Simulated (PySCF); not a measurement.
Species: C7H10 (charge +1 and doublet state).
Cartesian coordinates in Å at the GFN2-xTB level; atoms count from 1:
```
atom  x, y, z in Å
C1     2.247   -0.027    0.714
C2     0.892    0.089    0.183
C3     0.083    1.212    0.262
C4    -1.192    0.991   -0.338
C5    -2.039   -0.199    0.244
C6    -1.163   -0.430   -0.909
C7     0.205   -0.993   -0.574
H8     2.416   -1.006    1.164
H9     2.974    0.046   -0.102
H10    2.475    0.766    1.423
H11    0.390    2.157    0.681
H12   -1.774    1.817   -0.716
H13   -1.750   -0.559    1.221
H14   -3.103   -0.087    0.102
H15   -1.587   -0.607   -1.886
H16    0.773   -1.236   -1.478
H17    0.145   -1.922    0.000
```

The hyperfine couplings belong to this conformer and change with its torsions.

The species is `C[C+]1[CH][C@@H]2C[C@@H]2C1` [radical] (charge +1).

Theory: UKS B3LYP, pcH-1 on C H, non-relativistic, mean-field spin-orbit, GIAO (PySCF 2.14.0). Geometry: GFN2-xTB; no solvent, vibrations or thermal averaging. A GFN2-xTB geometry isn't a minimum of the functional, and hyperfine couplings can be far from their values at a DFT geometry, by a factor of two or more for some ions and for spin on atoms past the first row. Stability of the SCF solution: not tested.

Task: Where do the isotropic ENDOR lines of H16, H8/H9/H10, H15, H17, H11, H12, H14 and H13 fall at 3368.9 mT, to first order?

Result: ν± = |νn ± a/2|, one line for each electron-spin manifold; νn = |g_N| × 7.62259 MHz/T × B.

| nuclei | isotope | g_N | νn (MHz) | a_iso (MHz) | lower line (MHz) | upper line (MHz) |
| --- | --- | --- | --- | --- | --- | --- |
| H16 | 1H | 5.5857 | 143.44 | 96.30 | 95.29 | 191.59 |
| H8/H9/H10 | 1H | 5.5857 | 143.44 | 51.70 | 117.59 | 169.29 |
| H15 | 1H | 5.5857 | 143.44 | 40.10 | 123.39 | 163.49 |
| H17 | 1H | 5.5857 | 143.44 | 30.49 | 128.19 | 158.68 |
| H11 | 1H | 5.5857 | 143.44 | -16.74 | 135.07 | 151.81 |
| H12 | 1H | 5.5857 | 143.44 | 13.53 | 136.68 | 150.20 |
| H14 | 1H | 5.5857 | 143.44 | 7.55 | 139.67 | 147.21 |
| H13 | 1H | 5.5857 | 143.44 | -6.36 | 140.26 | 146.62 |

Task: Which pairs are centred on the nuclear Larmor frequency, and which on half the coupling?

Result: Centred on νn, since |a| < 2νn: H16, H8/H9/H10, H15, H17, H11, H12, H14 and H13. No pair has |a| > 2νn.

Nuclei that the bonding pattern makes equivalent are averaged, as if the motion that swaps them (rotation, inversion, ring flip) were fast. The three 1H nuclei of mean +51.7 MHz run from 10.8 to 99.0 MHz in the frozen geometry.

Largest spin populations (Mulliken): C2 (+0.39), C3 (+0.25), C5 (+0.17) and C4 (+0.10). Three atoms exceed +0.15.

The SMILES draws the unpaired electron on C3; the largest computed Mulliken spin population is on C2 (0.39 against 0.25).
